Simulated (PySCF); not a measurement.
System: C₂H₇Ge, charge -1, multiplicity 1. It need not be the lowest isomer of its formula. Whether it binds its extra electron was not tested at this geometry. SMILES: [CH3][GeH-][CH3]
Structure (B3LYP-D3(BJ)/def2-TZVP (Ansatz) minimum search):
```
Ge
H 1 1.6345
C 1 2.0807 2 94.06
H 3 1.0957 1 110.64 2 -71.46
H 3 1.0957 4 108.29 1 -123.75
H 3 1.0962 4 107.49 5 -116.57
C 1 2.0807 2 94.06 3 94.94
H 7 1.0956 1 110.64 2 71.46
H 7 1.0957 8 108.29 1 123.75
H 7 1.0962 8 107.49 9 116.57
```
Charge -1, spin multiplicity 1.

Dispersion corrections to the total energy (kcal/mol) from the dftd3 and dftd4 libraries through PySCF: D3(BJ) without and D4 with the three-body term, each with the damping fitted for the functional named.

```csv
functional,D3(BJ),D4
TPSSh,-4.71,-5.78
BHLYP,-5.81,[?]
r2SCAN,-1.11,-1.15
B2GP-PLYP,-3.04,-1.98
HSE06,-2.71,[?]
B2PLYP,-3.43,-3.29
CAM-B3LYP,[?],-4.00
```

Question: What belongs in the gaps?

Answer: 
- BHLYP, D4: -5.72
- HSE06, D4: -3.69
- CAM-B3LYP, D3(BJ): -3.24
